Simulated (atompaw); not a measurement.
## What the settings do to the PAW (atompaw) potential of Nd (Z = 60)

Base potential:

atompaw 4.2.0.5 input, output lines left out:

```
Nd 60
GGA-PBE scalarrelativistic loggrid 2001 logderivrange -5 5 251
6 6 5 4 0 0
6 0 1.5
6 1 0
5 2 1
4 3 3
0 0 0
c
c
c
c
v
v
c
c
c
v
v
c
c
v
c
3
2.75 2.20 2.70 2.40
n
n
y
0.3
n
y
0.2
y
2.2
n
custom polynom2 7 10 vanderbiltortho besselshape
bessel
2.10
2.75
2.35
2.75
2.30
2.30
2.75
2.75
```

All-electron outer shells of the reference configuration (PBE, scalar-relativistic, ld1.x):

```
shell  level (eV)  outermost node (bohr)  outermost maximum (bohr)
   5s      -46.59                   0.72                      1.31
   5p      -27.56                   0.77                      1.48
   4f       -9.79                      –                      0.65
   6s       -6.24                   1.73                      3.51
   5d       -5.63                   0.87                      2.05
   6p       -3.37                   2.05                      4.51
```

Cutoffs, loose and tight: the cutoffs (Ry, on a coarse ladder) from which the occupation-weighted sum of valence levels, in a spherical-Bessel basis at the reference potential, stays within 10 and 1 mRy of its value at 400 Ry. They see the waves, projectors and local potential, not the compensation charge or the core. A dash means not determined.

| change | outcome | cutoff, loose | cutoff, tight | bound ghosts |
| --- | --- | --- | --- | --- |
| base | generated | 21 Ry | 35 Ry | none |
| wave 5p (bound): rc 2.35 bohr becomes 5p (bound): rc 1.82 bohr | generated | 15 Ry | 21 Ry | none |
| wave 5p (bound): rc 2.35 bohr becomes 5p (bound): rc 2.10 bohr | generated | 18 Ry | 25 Ry | none |
| wave 5p (bound): rc 2.35 bohr becomes 5p (bound): rc 2.26 bohr | generated | 18 Ry | 25 Ry | none |
| wave 5p (bound): rc 2.35 bohr becomes 5p (bound): rc 2.50 bohr | generated | 30 Ry | 70 Ry | none |
| wave 5p (bound): rc 2.35 bohr becomes 5p (bound): rc 2.70 bohr | generated | 25 Ry | 55 Ry | none |

What comes out with this change to the base: wave 5p (bound): rc 2.35 bohr becomes 5p (bound): rc 1.46 bohr?

outcome: generated; cutoff, loose: 25 Ry; cutoff, tight: 160 Ry; bound ghosts: none.

What comes out with this change to the base: wave 5p (bound): rc 2.35 bohr becomes 5p (bound): rc 1.62 bohr?

outcome: generated; cutoff, loose: 15 Ry; cutoff, tight: 25 Ry; bound ghosts: none.
